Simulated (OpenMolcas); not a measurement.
**Al²⁺: effect of the IPEA shift**

```
Program             : OpenMolcas 26.06
Basis               : ANO-RCC-VTZP [5s4p2d1f]
Scalar Hamiltonian  : DKH2, point nucleus
Active space        : 1 electron in 4 orbitals (3s 3p)
State averaging     : 2S+1 = 2 even, 1 root; 2S+1 = 2 odd, 3 roots
Spin-orbit coupling : state interaction with AMFI integrals over the reference wave functions, term energies averaged over their components
```

Methods on the same reference wave functions:
A. CASSCF
B. SS-CASPT2, IPEA 0 Eh, imaginary shift 0.1 Eh (closed shells correlated: 2s 2p)
C. SS-CASPT2, IPEA 0.25 Eh, imaginary shift 0.1 Eh (closed shells correlated: 2s 2p)

Energies in cm⁻¹ above 3s ²S_1/2, the measured ground level; measured values from NIST levels in Kelleher and Podobedova, J. Phys. Chem. Ref. Data 37, 709 (2008).

```
     Level      A      B      C  Measured
 3s ²S_1/2    0.0    0.0    0.0       0.0
3p ²P°_1/2  52828  53522  53514     53683
3p ²P°_3/2  53019  53713  53705     53917
```

Deviations, from unrounded energies. A percentage is the sum of absolute deviations over the sum of measured energies, with the sign that they share, or ± where signs differ.

```csv
Against measurement,Levels,A,B,C
mean absolute deviation (cm-1),2,880,180,190
other configurations (%),2,-1.6,-0.3,-0.4
```

B, C lie about equally close to measurement and A furthest from it. The largest miss of B in the table is 3p ²P°_3/2, by -200 cm-1. The ranking rests on the paired levels alone, and a cruder setting can come out closer through cancelling errors.

Between B and C the level of the table that moves most is 3p ²P°_3/2, by 8.5 cm-1 (lowest in C, highest in B).

The lowest spin-free term lies below A's lowest term by 0.206 hartree in B, 0.206 hartree in C.

With one active electron the reference holds no correlation, so core polarisation is missing (holds for A). With one active electron, CASPT2 adds the correlation within the correlated inactive shells and between them and that electron, and leaves the splitting within a term as the reference gives it (holds for B; C). Computed and measured levels are paired by configuration, term and J; levels that our copy of the source lacks, or whose pairing is in doubt (as where it misses far off the trend of its configuration), stay unpaired and out of the deviations. Only configurations of the active space appear.

° marks odd parity.
